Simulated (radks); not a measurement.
Values are calculated unless marked as measured or tabulated.
Effect of the nuclear size on neutral thallium, [Hg] 6p1. Level of theory: Dirac Kohn-Sham, PBE, spin-unpolarised, spherical densities, finite nucleus; open shells fill j = l - 1/2 first; Fermi nuclear charge, rms radius 5.4759 fm (a radial shooting solver on a logarithmic mesh with Libxc functionals). The rms radius is varied about that value; shifts are against it.

rms radius (fm) = 4.8626: total energy shift (eV) -25.1; density at nucleus (e/bohr^3) 2.653e+06; 1s1/2 shift (meV) -10000; 2s1/2 shift (meV) -1510; 4p1/2 shift (meV) -1.68; 5s1/2 shift (meV) -17.5; 5p1/2 shift (meV) 0.391; 6s1/2 shift (meV) -1.47; 6p1/2 shift (meV) 0.269
rms radius (fm) = 5.3061: total energy shift (eV) -7.11; density at nucleus (e/bohr^3) 2.557e+06; 1s1/2 shift (meV) -2840; 2s1/2 shift (meV) -427; 4p1/2 shift (meV) -0.478; 5s1/2 shift (meV) -4.96; 5p1/2 shift (meV) 0.111; 6s1/2 shift (meV) -0.416; 6p1/2 shift (meV) 0.076
rms radius (fm) = 5.4759: total energy shift (eV) 0; density at nucleus (e/bohr^3) 2.523e+06; 1s1/2 shift (meV) 0.000; 2s1/2 shift (meV) 0.000; 4p1/2 shift (meV) 0.000; 5s1/2 shift (meV) 0.000; 5p1/2 shift (meV) 0.000; 6s1/2 shift (meV) 0.000; 6p1/2 shift (meV) 0.000
rms radius (fm) = 5.8209: total energy shift (eV) 14.8; density at nucleus (e/bohr^3) 2.459e+06; 1s1/2 shift (meV) 5920; 2s1/2 shift (meV) 892; 4p1/2 shift (meV) 1.00; 5s1/2 shift (meV) 10.3; 5p1/2 shift (meV) -0.230; 6s1/2 shift (meV) 0.869; 6p1/2 shift (meV) -0.159
rms radius (fm) = 6.1713: total energy shift (eV) 30.4; density at nucleus (e/bohr^3) 2.398e+06; 1s1/2 shift (meV) 12200; 2s1/2 shift (meV) 1830; 4p1/2 shift (meV) 2.06; 5s1/2 shift (meV) 21.2; 5p1/2 shift (meV) -0.471; 6s1/2 shift (meV) 1.78; 6p1/2 shift (meV) -0.326

Slopes of the eigenvalues against <r^2> in GHz/fm^2, as finite differences over the two radii next to the reference (eigenvalue slopes, not the field-shift constants of lines): 1s1/2 370000, 2s1/2 55700, 4p1/2 62.4, 5s1/2 646, 5p1/2 -14.4, 6s1/2 54.2, 6p1/2 -9.94.
